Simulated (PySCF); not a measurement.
Compound: C4H2ClFN2.
SMILES with atom numbers: `[F:1][c:2]1[n:3][cH:4][cH:5][n:6][c:7]1[Cl:8]` (hydrogens: H9 on C4; H10 on C5)

Vertical excitations from PySCF (density fitting, frozen core in the response, grid level 2 and gas phase unless stated; continuum runs use non-equilibrium linear response for the excitations) on a GFN2-xTB geometry. Reference run:

```tsv
settings	S1, eV (f)	S2, eV (f)	S3, eV (f)	S4, eV (f)	S5, eV (f)	S6, eV (f)	T1, eV (Tamm–Dancoff)	mean α (au)
PBE0/def2-SVPD, full TDDFT, 6 singlets	4.54 (0.004)	5.05 (0.143)	5.34 (0.000)	5.63 (0.000)	6.14 (0.144)	6.42 (0.000)	3.78	73.3
```

Question: What do these settings give: (1) B3LYP/STO-3G, TDA, 3 singlets; (2) LDA/def2-SVPD, full TDDFT, 6 singlets; (3) B3LYP/def2-SVP, damping 0.2 at the start, DIIS from the seventh cycle, TDA, 1 singlet; (4) PW91/def2-SVP, grid level 4, level shift 0.3 Eh, full TDDFT, 12 singlets?

Answer: 
| settings | S1, eV (f) | S2, eV (f) | S3, eV (f) | S4, eV (f) | S5, eV (f) | S6, eV (f) | T1, eV (Tamm–Dancoff) | mean α (au) |
| --- | --- | --- | --- | --- | --- | --- | --- | --- |
| B3LYP/STO-3G, TDA, 3 singlets | 4.48 (0.004) | 4.84 (0.001) | 5.78 (0.074) | – | – | – | 3.62 | 35.4 |
| LDA/def2-SVPD, full TDDFT, 6 singlets | 4.01 (0.003) | 4.52 (0.000) | 4.60 (0.095) | 4.80 (0.000) | 5.36 (0.000) | 5.45 (0.000) | – | 76.7 |
| B3LYP/def2-SVP, damping 0.2 at the start, DIIS from the seventh cycle, TDA, 1 singlet | 4.55 (0.005) | – | – | – | – | – | 3.82 | 59.6 |
| PW91/def2-SVP, grid level 4, level shift 0.3 Eh, full TDDFT, 12 singlets | 4.11 (0.003) | 4.59 (0.000) | 4.69 (0.089) | 4.93 (0.000) | 5.46 (0.000) | 5.56 (0.000) | 3.50 | 61.2 |

(1) S1 moves by -0.06 eV; functional, basis and response scheme change together, so the shift can't be laid on one. (2) S1 moves by -0.53 eV (LDA has no exact exchange, PBE0 25 % exact exchange). (3) S1 moves by +0.01 eV; functional, basis and response scheme change together, so the shift can't be laid on one. (4) S1 moves by -0.43 eV; functional and basis change together, so the shift can't be laid on one. States are counted by energy in each run and needn't keep their character from row to row.

Question: Which orbital pairs make up S1 in each run, and how does it sit against the orbital gap?

Answer: 
```tsv
settings	S1 configurations (weight)	S1 (eV)	orbital gap (eV)	S1 − gap (eV)
PBE0/def2-SVPD, full TDDFT, 6 singlets	H−1→L 0.99	4.54	5.89	-1.35
B3LYP/STO-3G, TDA, 3 singlets	H→L 0.98	4.48	5.82	-1.34
LDA/def2-SVPD, full TDDFT, 6 singlets	H→L 0.99	4.01	3.72	+0.29
B3LYP/def2-SVP, damping 0.2 at the start, DIIS from the seventh cycle, TDA, 1 singlet	H−1→L 1.00	4.55	5.57	-1.02
PW91/def2-SVP, grid level 4, level shift 0.3 Eh, full TDDFT, 12 singlets	H→L 0.99	4.11	3.83	+0.28
```

